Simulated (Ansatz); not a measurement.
Consider the redistribution: `CO[AsH][SiH3]` + `B[SiH](O)F` → `[SiH3][AsH2]` + `B[Si](O)(F)OC`.

Isolated molecules relaxed with PBE0-D4/def2-TZVP in Ansatz; ΔE leaves out vibrations. CBS: MP2 limit from def2 TZ/QZ plus the TZ coupled-cluster correction, frozen cores. Functionals use def2-TZVPP. B3LYP here is the variant with VWN-RPA as its local correlation; programs differ in this. For As outer-core shells are correlated without core-valence functions, which leaves a few kJ/mol of doubt a bond. Scalar relativity is left out up to krypton. Each species was taken in one conformer, which may not be the lowest.

| level | ΔE (kJ/mol) | difference from CCSD(T)/CBS |
| --- | --- | --- |
| PBE-D4 | -150.7 | 14.1 |
| r2SCAN-D4 | -164.9 | -0.1 |
| PBE0-D4 | -161.8 | 3.0 |
| B3LYP-D4 | -158.0 | 6.8 |
| ωB97X-V | -159.8 | 5.0 |
| ωB97M-V | -163.9 | 0.9 |
| B2PLYP | -159.4 | 5.4 |
| PBE | -149.6 | 15.2 |
| r2SCAN | -164.5 | 0.3 |
| PBE0 | -160.8 | 4.0 |
| B3LYP | -156.4 | 8.4 |
| HF/def2-TZVPP | -171.9 | -7.1 |
| MP2/def2-TZVPP | -164.3 | 0.5 |
| SCS-MP2/def2-TZVPP | -159.5 | 5.3 |
| CCSD/def2-TZVPP | -166.3 | -1.5 |
| CCSD(T)/def2-TZVPP | -163.5 | 1.3 |
| HF/def2-QZVPP | -171.7 | -6.9 |
| MP2/def2-QZVPP | -164.9 | -0.1 |
| SCS-MP2/def2-QZVPP | -160.3 | 4.5 |
| HF/CBS(def2) | -171.6 | -6.8 |
| MP2/CBS(def2) | -165.6 | -0.8 |
| CCSD/CBS(def2) | -167.6 | -2.8 |
| CCSD(T)/CBS | -164.8 | 0 |

Largest T1 diagnostic among the species: 0.012.

In def2-TZVPP, CCSD(T) changes the Hartree–Fock value by +8.5 kJ/mol (the triples alone add +2.8 kJ/mol) and MP2 by +7.7 kJ/mol. From PBE to PBE0 (25 % exact exchange), in def2-TZVPP and without D4, ΔE moves by −11.3 kJ/mol.
